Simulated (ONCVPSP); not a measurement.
## What one change does to a pseudopotential (Ta (Z = 73), ONCV)

| Quantity | Value |
| --- | --- |
| Element | Ta (Z = 73) |
| Generator | ONCVPSP 4.0.1 |
| Type | optimised norm-conserving Vanderbilt (ONCV) |
| Functional | PBE |
| Relativity | scalar-relativistic |
| Frozen core | [Kr] 4d10 4f14 |
| Valence charge | 13 |
| Reference configuration | 5s2 5p6 5d3 6s2 |
| Partial waves | 5s+6s: rc 1.70 bohr, ncon 4, nbas 7, qcut 8.2 1/bohr, 2 projectors; 5p: rc 2.10 bohr, ncon 5, nbas 10, qcut 8.2 1/bohr, 2 projectors, debl 1.1 Ha; 5d: rc 3.00 bohr, ncon 3, nbas 7, qcut 5 1/bohr, 3 projectors, debl 0.8 Ha |
| Local potential | polynomial inside 1.55 bohr (lpopt 5, dvloc0 6 Ha) |
| Core correction | none |

In the p channel the program set the typed energies aside and used -1.448, 0.250 Ha.

All-electron outer shells of the reference configuration (PBE, scalar-relativistic, ld1.x):

| shell | level (eV) | outermost node (bohr) | outermost maximum (bohr) |
| --- | --- | --- | --- |
| 5s | -73.00 | 0.54 | 0.98 |
| 5p | -39.40 | 0.58 | 1.13 |
| 4f | -24.70 | – | 0.44 |
| 6s | -5.44 | 1.32 | 2.78 |
| 5d | -3.59 | 0.65 | 1.58 |

Change: d: qcut 6.2.

Cutoffs: the cutoffs (Ha) at which the residual kinetic energy of the hardest occupied pseudo-wave falls to 1 and 0.1 mHa per electron; they do not see the model core or the augmentation charge, which bear on the density cutoff. Errors are all-electron minus pseudo energies relative to the spin-unpolarised reference configuration.

Problem. What does the change do?

Solution. The potential gets neither clearly harder nor softer (22 Ha and 26 Ha → 22 Ha and 26 Ha); the s channel sets the loose cutoff, while the largest relative change is in d, which becomes harder; of the 4 tests that both files solve, the error grows in 2 and shrinks in 1 by more than 15 % and 0.3 meV (median size 1.1 → 3.7 meV); the range in which the d phases agree widens (upper end 3.8 → at the end of the scan); neither file shows a bound ghost.

```tsv
quantity	base	changed
cutoff, loose	22 Ha	22 Ha
cutoff, tight	26 Ha	26 Ha
loose cutoff by channel	s 22 Ha, p 18 Ha, d 8.6 Ha	s 22 Ha, p 18 Ha, d 11 Ha
bound ghosts	none	none
GHOST(+) flags under 300 eV	none	none
error for 5s2 5p6 5d3 6s1, meV [ΔE 8.47 eV]	-0.1	-0.5
error for 5s2 5p6 5d3 6s0, meV [ΔE 23.44 eV]	+1.7	+6.7
error for 5s2 5p6 5d2 6s0, meV [ΔE 47.04 eV]	+26	+13
error for 5s2 5p6 5d3 6s1.5, meV [ΔE 3.46 eV]	-0.5	-0.7
s: phases at 1.73 bohr within 0.05 rad from the reference energy up to (Ha; the scan ends near 5)	to the end of the scan	to the end of the scan
p: phases at 2.13 bohr within 0.05 rad from the reference energy up to (Ha; the scan ends near 5)	to the end of the scan	to the end of the scan
d: phases at 3.05 bohr within 0.05 rad from the reference energy up to (Ha; the scan ends near 5)	3.8	to the end of the scan
```
